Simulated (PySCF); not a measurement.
Correlation energy of Rh (rhodium, neutral)

[Kr] 4d7 5s1 5p1, one real determinant (an excited configuration). All numbers are calculated (PySCF 2.14, the spin-free X2C one-electron Hamiltonian (Gaussian nucleus), in x2c-TZVPPall). Frozen: [Kr]; 9 electrons correlated.

```
  level  correlation energy (mhartree)
   CCSD                        -193.11
    (T)                          -5.62
CCSD(T)                        -198.73
```

Diagnostics: T1 = 0.013, D1 = 0.0410, largest double amplitude 0.035.

The real determinant used has ⟨L²⟩ near 14 against 20 for a pure G term, so it mixes terms.

Cost of the coupled-cluster step: about 6 core-seconds, for 9 correlated electrons.

Iterations:

```
CC2 = 0
CCSD nocc = (np.int64(7), np.int64(2)), nmo = (61, 61)
frozen orbitals [[0, 1, 2, 3, 4, 5, 6, 7, 8, 9, 10, 11, 12, 13, 14, 15, 16, 17], [0, 1, 2, 3, 4, 5, 6, 7, 8, 9, 10, 11, 12, 13, 14, 15, 16, 17]]
max_cycle = 100
direct = 0
conv_tol = 1e-08
conv_tol_normt = 1e-06
diis_space = 8
diis_start_cycle = 0
Init t2, MP2 energy = -0.189841023989923
Init E_corr(UCCSD) = -0.189841023994075
cycle = 1  E_corr(UCCSD) = -0.190491767023801  dE = -0.00065074303  norm(t1,t2) = 0.0381556
cycle = 2  E_corr(UCCSD) = -0.191993290313001  dE = -0.00150152329  norm(t1,t2) = 0.0164165
cycle = 3  E_corr(UCCSD) = -0.192913212974837  dE = -0.000919922662  norm(t1,t2) = 0.00942621
cycle = 4  E_corr(UCCSD) = -0.192999274194926  dE = -8.60612201e-05  norm(t1,t2) = 0.00412628
cycle = 5  E_corr(UCCSD) = -0.193039382731593  dE = -4.01085367e-05  norm(t1,t2) = 0.00269446
cycle = 6  E_corr(UCCSD) = -0.19308988622625  dE = -5.05034947e-05  norm(t1,t2) = 0.00168451
cycle = 7  E_corr(UCCSD) = -0.193098747846114  dE = -8.86161986e-06  norm(t1,t2) = 0.00111909
cycle = 8  E_corr(UCCSD) = -0.193093982758161  dE = 4.76508795e-06  norm(t1,t2) = 0.000712784
cycle = 9  E_corr(UCCSD) = -0.193106685878167  dE = -1.270312e-05  norm(t1,t2) = 0.00052557
cycle = 10  E_corr(UCCSD) = -0.193109529600661  dE = -2.84372249e-06  norm(t1,t2) = 0.000302597
cycle = 11  E_corr(UCCSD) = -0.193106213153271  dE = 3.31644739e-06  norm(t1,t2) = 0.000177794
cycle = 12  E_corr(UCCSD) = -0.193107876731835  dE = -1.66357856e-06  norm(t1,t2) = 0.00011191
cycle = 13  E_corr(UCCSD) = -0.193108337669543  dE = -4.60937708e-07  norm(t1,t2) = 8.33847e-05
cycle = 14  E_corr(UCCSD) = -0.193108581326824  dE = -2.43657281e-07  norm(t1,t2) = 5.25175e-05
cycle = 15  E_corr(UCCSD) = -0.193108075541979  dE = 5.05784845e-07  norm(t1,t2) = 2.89712e-05
cycle = 16  E_corr(UCCSD) = -0.19310805643036  dE = 1.91116193e-08  norm(t1,t2) = 1.54402e-05
cycle = 17  E_corr(UCCSD) = -0.193108098634974  dE = -4.22046139e-08  norm(t1,t2) = 1.01231e-05
cycle = 18  E_corr(UCCSD) = -0.193108018625424  dE = 8.00095493e-08  norm(t1,t2) = 7.47859e-06
cycle = 19  E_corr(UCCSD) = -0.193107944099183  dE = 7.4526241e-08  norm(t1,t2) = 5.03123e-06
cycle = 20  E_corr(UCCSD) = -0.193107869475865  dE = 7.46233184e-08  norm(t1,t2) = 3.78596e-06
cycle = 21  E_corr(UCCSD) = -0.193107851574222  dE = 1.79016428e-08  norm(t1,t2) = 2.72706e-06
cycle = 22  E_corr(UCCSD) = -0.193107844849831  dE = 6.72439107e-09  norm(t1,t2) = 1.86949e-06
cycle = 23  E_corr(UCCSD) = -0.193107826278367  dE = 1.85714639e-08  norm(t1,t2) = 1.39765e-06
cycle = 24  E_corr(UCCSD) = -0.193107821427619  dE = 4.85074789e-09  norm(t1,t2) = 8.66151e-07
UCCSD converged
E(UCCSD) = -4781.277009453541  E_corr = -0.1931078214276192
UCCSD(T) correction = -0.00562103636992522
```

The basis was made for the ground configuration and has no added diffuse functions, which can raise the energy of the promoted electron.

The reference is one real determinant that mixes LS terms of this configuration.
